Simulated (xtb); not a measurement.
Input for xtb: GFN2-xTB on BaRe, 2S+1 = 6, a spin state set in the input, which need not be the lowest, a point of a bond scan (R = 2.945 Å).

```
$ xtb mol.xyz --gfn 2 --sp --chrg 0 --uhf 5
2

Re     0.00000000     0.00000000     0.00000000
Ba     0.00000000     0.00000000     2.94450600
```

The head of its log:

```
[...]
           -------------------------------------------------
          |                Calculation Setup                |
           -------------------------------------------------



           -------------------------------------------------
          |                 G F N 2 - x T B                 |
           -------------------------------------------------

        Reference                      10.1021/acs.jctc.8b01176
      * Hamiltonian:
        H0-scaling (s, p, d)           1.850000    2.230000    2.230000
        zeta-weighting                 0.500000
      * Dispersion:
        s8                             2.700000
        a1                             0.520000
        a2                             5.000000
        s9                             5.000000
      * Repulsion:
        kExp                           1.500000    1.000000
        rExp                           1.000000
      * Coulomb:
        alpha                          2.000000
        third order                    shell-resolved
        anisotropic                    true
        a3                             3.000000
        a5                             4.000000
        cn-shift                       1.200000
        cn-exp                         4.000000
        max-rad                        5.000000


          ...................................................
          :                      SETUP                      :
          :.................................................:
          :  # basis functions                  20          :
          :  # atomic orbitals                  18          :
          :  # shells                            6          :
          :  # electrons                         9          :
          :  max. iterations                   250          :
          :  Hamiltonian                  GFN2-xTB          :
          :  restarted?                      false          :
          :  GBSA solvation                  false          :
          :  PC potential                    false          :
          :  electronic temp.          300.0000000     K    :
          :  accuracy                    1.0000000          :
          :  -> integral cutoff          0.2500000E+02      :
          :  -> integral neglect         0.1000000E-07      :
          :  -> SCF convergence          0.1000000E-05 Eh   :
          :  -> wf. convergence          0.1000000E-03 e    :
          :  Broyden damping             0.4000000          :
          :  net charge                          0          :
          :  unpaired electrons                  5          :
          ...................................................

 iter      E             dE          RMSdq      gap      omega  full diag
   1     -1.5058187 -0.150582E+01  0.834E+01    0.05       0.0  T
   2     -2.3342554 -0.828437E+00  0.687E+01    0.00       1.0  T
```

Task: What total energy does the run end on?

Result: -3.6022 hartree.
